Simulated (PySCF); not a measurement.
Compound: C7H10O.
SMILES with atom numbers: `[CH:1]#[C:2]/[C:3](=[CH:4]/[CH2:5][CH3:6])[CH2:7][OH:8]` (hydrogens: H9 on C1; H10 on C4; H11, H12 on C5; H13, H14, H15 on C6; H16, H17 on C7; H18 on O8)

Cartesian coordinates in Å at the GFN2-xTB level; atoms count from 1:
```xyz
18
C7H10O angstrom
C      3.142   -1.357    0.355
C      2.083   -0.803    0.233
C      0.869   -0.087    0.084
C     -0.284   -0.624    0.493
C     -1.636    0.006    0.429
C     -2.487   -0.649   -0.662
C      1.024    1.301   -0.502
O      1.266    2.282    0.487
H      4.052   -1.869    0.463
H     -0.263   -1.631    0.895
H     -2.130   -0.137    1.393
H     -1.560    1.078    0.248
H     -2.035   -0.495   -1.640
H     -3.486   -0.222   -0.669
H     -2.570   -1.720   -0.490
H      1.844    1.290   -1.237
H      0.110    1.615   -1.009
H      2.052    2.028    0.983
```

Method used: TDDFT wB97X-D/def2-SVPD, vertical, gas phase, core orbitals frozen in the response in PySCF 2.14.0, density-fitted response routines.

Frontier orbitals with the atoms that hold most of them (Löwdin shares over 4%, at most four atoms; ? is withheld):

```tsv
orbital	ε (eV)	atoms
HOMO-3	-11.24	O8 21%, C2 20%, C1 14%, C3 12%
HOMO-2	-10.24	O8 39%, C2 18%, C1 16%, C7 10%
HOMO-1	-9.83	?
HOMO	?	?
LUMO	0.84	C4 27%, C3 19%, C1 14%, C2 12%
LUMO+1	2.21	C1 21%, C2 12%, O8 9%, C4 9%
LUMO+2	2.59	C6 20%, O8 12%, C1 11%, H13 7%
```

Question: Which atoms hold the HOMO-1, and with what shares?

Answer: C1 (bonded to C and H) 26%; O8 (bonded to C and H) 25%; C2 (bonded to 2 C) 23%; C7 (bonded to C, O and 2 H) 8%. By element: carbon 57% or more, oxygen 25%.

Question: Which atoms hold the HOMO, and with what shares?

Answer: C1 (bonded to C and H) 22%; C4 (bonded to 2 C and H) 22%; C3 (bonded to 3 C) 20%; C2 (bonded to 2 C) 18%.

Question: What is the HOMO energy, and the HOMO–LUMO gap?

Answer: ε(HOMO) = -8.67 eV; the gap is 9.50 eV (0.3492 hartree).

Question: The HOMO–LUMO gap is 9.50 eV. Where does the response calculation put the lowest singlet, and from which orbitals?

Answer: S1 is at 5.59 eV (f = 0.333), 3.91 eV below the gap, made of HOMO→LUMO (79%). 

Question: One configuration dominates each of S1, S2, S4 and S5. Which, and how do the shares of the two leading atoms of either orbital change from the occupied to the empty one?

Answer: 
- S1 (5.59 eV, f 0.333), HOMO→LUMO (79%): C1 22% → 14%, C4 22% → 27%, C3 20% → 19%
- S2 (5.70 eV, f 0.044), HOMO-1→LUMO (70%): C1 26% → 14%, O8 25% → at most 12%, C4 at most 9% → 27%, C3 at most 9% → 19%
- S4 (6.50 eV, f 0.0031), HOMO-2→LUMO (74%): O8 39% → at most 12%, C2 18% → 12%, C4 at most 10% → 27%, C3 at most 10% → 19%
- S5 (6.79 eV, f 0.0044), HOMO→LUMO+1 (86%): C1 22% → 21%, C4 22% → 9%, C2 18% → 12%

Löwdin shares depend on the basis, the more so with diffuse functions.

One conformer stands for the species.
